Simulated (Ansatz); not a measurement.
Start from `[F][Sn]([Br])([Br])[Br]` and change one atom or group to get `[F][Sn]([F])([Br])[Br]`.

Ansatz, PBE0-D4/def2-TZVP geometries, multiplicity 1. 

Elements past krypton have def2 core potentials. Scalar relativity is left out up to krypton. Spin–orbit coupling is left out; it splits and shifts lone-pair levels of the heavy atoms by tenths of an eV.

| property | `[F][Sn]([Br])([Br])[Br]` |
| --- | --- |
| size of the dipole moment (PBE/def2-TZVPP) / D | 1.38 |
| LUMO energy (ωB97M-V/def2-TZVPP) / eV | -1.43 |
| HOMO energy (B3LYP/def2-TZVPP) / eV | -8.83 |
| HOMO energy (ωB97M-V/def2-TZVPP) / eV | -11.33 |
| size of the dipole moment (ωB97M-V/def2-TZVPP) / D | 1.47 |
| HOMO energy (PBE0/def2-TZVPP) / eV | -9.12 |

**Question.** Give the same properties after the change, and the shifts. (Best estimate.)

**Answer.** Ansatz gave: 
```json
{"property": "size of the dipole moment (PBE/def2-TZVPP) / D", "`[F][Sn]([F])([Br])[Br]`": "1.91", "shift": "0.53"}
{"property": "LUMO energy (ωB97M-V/def2-TZVPP) / eV", "`[F][Sn]([F])([Br])[Br]`": "-1.36", "shift": "0.07"}
{"property": "HOMO energy (B3LYP/def2-TZVPP) / eV", "`[F][Sn]([F])([Br])[Br]`": "-9.16", "shift": "-0.33"}
{"property": "HOMO energy (ωB97M-V/def2-TZVPP) / eV", "`[F][Sn]([F])([Br])[Br]`": "-11.65", "shift": "-0.32"}
{"property": "size of the dipole moment (ωB97M-V/def2-TZVPP) / D", "`[F][Sn]([F])([Br])[Br]`": "2.02", "shift": "0.55"}
{"property": "HOMO energy (PBE0/def2-TZVPP) / eV", "`[F][Sn]([F])([Br])[Br]`": "-9.45", "shift": "-0.33"}
```

Dipoles are sizes alone; their direction can turn.

B3LYP here is the variant with VWN-RPA as its local correlation; programs differ in this.
